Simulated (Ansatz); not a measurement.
# Molecular dynamics of FH5NO3Zr

Input:

```yaml
crystal:
  periodic: [false, false, false]
  atoms:
    - { symbol: Zr, position_ang: [0.152823, -0.219741, -0.45696] }
    - { symbol: F, position_ang: [-1.328492, -0.580398, 2.777006] }
    - { symbol: "N", position_ang: [2.052384, -0.113311, -1.262317] }
    - { symbol: H, position_ang: [2.616185, -0.88995, -1.564216] }
    - { symbol: H, position_ang: [2.576134, 0.726004, -1.445105] }
    - { symbol: O, position_ang: [-0.657173, 1.497452, -0.014219] }
    - { symbol: H, position_ang: [-1.162122, 2.243867, 0.24871] }
    - { symbol: O, position_ang: [-0.587296, -2.01633, -0.298623] }
    - { symbol: H, position_ang: [-1.052025, -2.82113, -0.166772] }
    - { symbol: O, position_ang: [-1.062308, 0.391154, 3.697704] }
    - { symbol: H, position_ang: [-0.123309, 0.284884, 3.803991] }
magnetization:
  spin_polarized: true
  initial_magnetization: 1
basis:
  gaussian: { orbitals: def2-SVP }
hamiltonian:
  xc: hf
md:
  timestep: 0.5
  n_steps: 200
  ensemble: nve
  temperature: 100.0
  initial_velocities: maxwell_boltzmann
  seed: 10229
```

Run as:

```bash
$ ansatz run input.yaml --threads 4 --pin off --max-ram 5120MiB --backend cpu --events-out ev --progress --plain --runs-dir out
```

It starts at the highest image of a converged band. Of that band: Neighbouring images differ by up to 2.9 eV, so the band resolves the path poorly. A vibrational analysis at the climbing image gives no mode beyond 40i cm⁻¹: the surface is too flat there to confirm a saddle point.

Output, in part (one step line in 7, the closing report, with atoms numbered from 0):

```
md step     0: t =     0.00 fs  T =   100.0 K  F+E_penalty+E_count = -11635.98852385 eV  E_kin = 0.116334 eV  conserved = -11635.87218985 eV  (80 SCF iters)
md step     7: t =     3.50 fs  T =    90.2 K  F+E_penalty+E_count = -11635.97703811 eV  E_kin = 0.104887 eV  conserved = -11635.87215101 eV  (38 SCF iters)
md step    14: t =     7.00 fs  T =    75.2 K  F+E_penalty+E_count = -11635.95956346 eV  E_kin = 0.087470 eV  conserved = -11635.87209352 eV  (38 SCF iters)
md step    21: t =    10.50 fs  T =    70.2 K  F+E_penalty+E_count = -11635.95376354 eV  E_kin = 0.081684 eV  conserved = -11635.87207944 eV  (39 SCF iters)
md step    28: t =    14.00 fs  T =    67.2 K  F+E_penalty+E_count = -11635.95028189 eV  E_kin = 0.078231 eV  conserved = -11635.87205060 eV  (40 SCF iters)
md step    35: t =    17.50 fs  T =    63.8 K  F+E_penalty+E_count = -11635.94624367 eV  E_kin = 0.074220 eV  conserved = -11635.87202368 eV  (41 SCF iters)
md step    42: t =    21.00 fs  T =    63.9 K  F+E_penalty+E_count = -11635.94638320 eV  E_kin = 0.074367 eV  conserved = -11635.87201660 eV  (43 SCF iters)
md step    49: t =    24.50 fs  T =    72.6 K  F+E_penalty+E_count = -11635.95645065 eV  E_kin = 0.084414 eV  conserved = -11635.87203636 eV  (40 SCF iters)
md step    56: t =    28.00 fs  T =    84.9 K  F+E_penalty+E_count = -11635.97085730 eV  E_kin = 0.098761 eV  conserved = -11635.87209664 eV  (40 SCF iters)
md step    63: t =    31.50 fs  T =    84.8 K  F+E_penalty+E_count = -11635.97082801 eV  E_kin = 0.098694 eV  conserved = -11635.87213423 eV  (39 SCF iters)
md step    70: t =    35.00 fs  T =    75.3 K  F+E_penalty+E_count = -11635.95975082 eV  E_kin = 0.087634 eV  conserved = -11635.87211640 eV  (39 SCF iters)
md step    77: t =    38.50 fs  T =    77.7 K  F+E_penalty+E_count = -11635.96252389 eV  E_kin = 0.090385 eV  conserved = -11635.87213926 eV  (39 SCF iters)
md step    84: t =    42.00 fs  T =    84.1 K  F+E_penalty+E_count = -11635.96996892 eV  E_kin = 0.097816 eV  conserved = -11635.87215255 eV  (86 SCF iters)
md step    91: t =    45.50 fs  T =    80.2 K  F+E_penalty+E_count = -11635.96540651 eV  E_kin = 0.093306 eV  conserved = -11635.87210026 eV  (40 SCF iters)
md step    98: t =    49.00 fs  T =    75.0 K  F+E_penalty+E_count = -11635.95925942 eV  E_kin = 0.087198 eV  conserved = -11635.87206179 eV  (43 SCF iters)
md step   105: t =    52.50 fs  T =    75.5 K  F+E_penalty+E_count = -11635.95989628 eV  E_kin = 0.087861 eV  conserved = -11635.87203559 eV  (43 SCF iters)
md step   112: t =    56.00 fs  T =    82.0 K  F+E_penalty+E_count = -11635.96739572 eV  E_kin = 0.095365 eV  conserved = -11635.87203114 eV  (41 SCF iters)
md step   119: t =    59.50 fs  T =    85.3 K  F+E_penalty+E_count = -11635.97132448 eV  E_kin = 0.099278 eV  conserved = -11635.87204669 eV  (42 SCF iters)
md step   126: t =    63.00 fs  T =    81.1 K  F+E_penalty+E_count = -11635.96639507 eV  E_kin = 0.094354 eV  conserved = -11635.87204080 eV  (83 SCF iters)
md step   133: t =    66.50 fs  T =    82.8 K  F+E_penalty+E_count = -11635.96843960 eV  E_kin = 0.096376 eV  conserved = -11635.87206376 eV  (39 SCF iters)
md step   140: t =    70.00 fs  T =    96.1 K  F+E_penalty+E_count = -11635.98397281 eV  E_kin = 0.111828 eV  conserved = -11635.87214472 eV  (41 SCF iters)
md step   147: t =    73.50 fs  T =   100.2 K  F+E_penalty+E_count = -11635.98871986 eV  E_kin = 0.116557 eV  conserved = -11635.87216260 eV  (40 SCF iters)
md step   154: t =    77.00 fs  T =    95.7 K  F+E_penalty+E_count = -11635.98344223 eV  E_kin = 0.111307 eV  conserved = -11635.87213571 eV  (42 SCF iters)
md step   161: t =    80.50 fs  T =    98.0 K  F+E_penalty+E_count = -11635.98618591 eV  E_kin = 0.114062 eV  conserved = -11635.87212351 eV  (42 SCF iters)
md step   168: t =    84.00 fs  T =   106.2 K  F+E_penalty+E_count = -11635.99563585 eV  E_kin = 0.123528 eV  conserved = -11635.87210744 eV  (41 SCF iters)
md step   175: t =    87.50 fs  T =   108.0 K  F+E_penalty+E_count = -11635.99770919 eV  E_kin = 0.125622 eV  conserved = -11635.87208670 eV  (42 SCF iters)
md step   182: t =    91.00 fs  T =    97.4 K  F+E_penalty+E_count = -11635.98539210 eV  E_kin = 0.113352 eV  conserved = -11635.87204013 eV  (41 SCF iters)
md step   189: t =    94.50 fs  T =    86.6 K  F+E_penalty+E_count = -11635.97271232 eV  E_kin = 0.100708 eV  conserved = -11635.87200390 eV  (40 SCF iters)
md step   196: t =    98.00 fs  T =    85.8 K  F+E_penalty+E_count = -11635.97188642 eV  E_kin = 0.099857 eV  conserved = -11635.87202953 eV  (42 SCF iters)
md step   200: t =   100.00 fs  T =    89.5 K  F+E_penalty+E_count = -11635.97630127 eV  E_kin = 0.104143 eV  conserved = -11635.87215784 eV  (86 SCF iters)
Total energy: -11635.97630127 eV, -427.6142419236 hartree
Atom 0 at     0.191859    -0.246969    -0.559644 Å, force     0.199648     0.561862     0.274074 eV/Å
Atom 1 at    -1.724425    -0.453553     3.119485 Å, force    -0.129526    -0.280736    -0.033053 eV/Å
Atom 2 at     2.077748    -0.009093    -1.396399 Å, force    -0.323669    -0.057571    -0.203975 eV/Å
Atom 3 at     2.617123    -0.736493    -1.837554 Å, force     0.037201     0.033112     0.095586 eV/Å
Atom 4 at     2.530711     0.866107    -1.603476 Å, force     0.030753    -0.042142     0.098446 eV/Å
Atom 5 at    -0.588062     1.360993     0.279098 Å, force     0.003249    -0.136526    -0.040541 eV/Å
Atom 6 at    -1.081402     2.106684     0.571182 Å, force     0.074656    -0.091709    -0.115893 eV/Å
Atom 7 at    -0.492222    -2.050614    -0.398702 Å, force    -0.013678    -0.161558     0.028682 eV/Å
Atom 8 at    -0.850956    -2.869776    -0.113655 Å, force    -0.046585    -0.058781    -0.046880 eV/Å
Atom 9 at    -0.962307     0.413397     3.839249 Å, force    -0.008862     0.255017    -0.152216 eV/Å
Atom 10 at    -0.976527     1.159254     3.247391 Å, force     0.176812    -0.020968     0.095769 eV/Å
Dipole moment:    -0.020550     0.332051    -0.163257 e Å
```

The run went to its last step. The conserved energy stayed within 0.018 meV per atom of its start (net change 0.0029 meV per atom), so the integration is sound. A run of 0.1 ps of so small a system gives no equilibrium averages.

Between its relaxed ends the band would form F2–O10. These pairs go: F2–O10 1.36 → 1.36 Å. In the last frame they stand as after the step (other bonds may differ from the relaxed reactants and products). It ends as FHO + H4NO2Zr. Pairs count as bonded within 1.25 times the sum of covalent radii (0.12 Å more for H–H).

Last frame:

```xyz
11
Properties=species:S:1:pos:R:3
Zr 0.192 -0.247 -0.560
F -1.724 -0.454 3.119
N 2.078 -0.009 -1.396
H 2.617 -0.737 -1.838
H 2.531 0.866 -1.603
O -0.588 1.361 0.279
H -1.081 2.107 0.571
O -0.492 -2.051 -0.399
H -0.851 -2.870 -0.114
O -0.962 0.413 3.839
H -0.977 1.159 3.247
```

The run took 5.2 min on 4 threads of Arm Neoverse V2 (shared host), peak memory 0.35 GiB.
